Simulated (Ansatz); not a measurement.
Start from `[F][Ga]([SH])[SH]` and change one element to get `FB(S)S`.

Ansatz, PBE0-D4/def2-TZVP geometries, multiplicity 1. Each molecule was computed in one conformer, which needn't be the lowest.

Scalar relativity is left out up to krypton.

```
                                      property  `[F][Ga]([SH])[SH]`
           HOMO energy (B3LYP/def2-TZVPP) / eV                -7.71
          HOMO–LUMO gap (PBE0/def2-TZVPP) / eV                 6.78
zero-point energy (PBE0-D4/def2-TZVP) / kJ/mol                 55.4
       HOMO–LUMO gap (ωB97M-V/def2-TZVPP) / eV                10.81
           HOMO–LUMO gap (PBE/def2-TZVPP) / eV                 4.61
             LUMO energy (PBE/def2-TZVPP) / eV                -2.12
```

Q: What does the change do to each property? (Best estimate.)

A: The calculation gave: 
| property | `FB(S)S` | shift |
| --- | --- | --- |
| HOMO energy (B3LYP/def2-TZVPP) / eV | -7.43 | 0.28 |
| HOMO–LUMO gap (PBE0/def2-TZVPP) / eV | 7.35 | 0.57 |
| zero-point energy (PBE0-D4/def2-TZVP) / kJ/mol | 69.1 | 13.7 |
| HOMO–LUMO gap (ωB97M-V/def2-TZVPP) / eV | 11.56 | 0.75 |
| HOMO–LUMO gap (PBE/def2-TZVPP) / eV | 5.21 | 0.60 |
| LUMO energy (PBE/def2-TZVPP) / eV | -1.28 | 0.84 |

With PBE0 the HOMO rises by 0.28 eV and the LUMO rises by 0.86 eV, so the gap widens by about 0.58 eV. PBE moves the HOMO by 0.25 eV and ωB97M-V by 0.32 eV.

B3LYP here is the variant with VWN-RPA as its local correlation; programs differ in this.
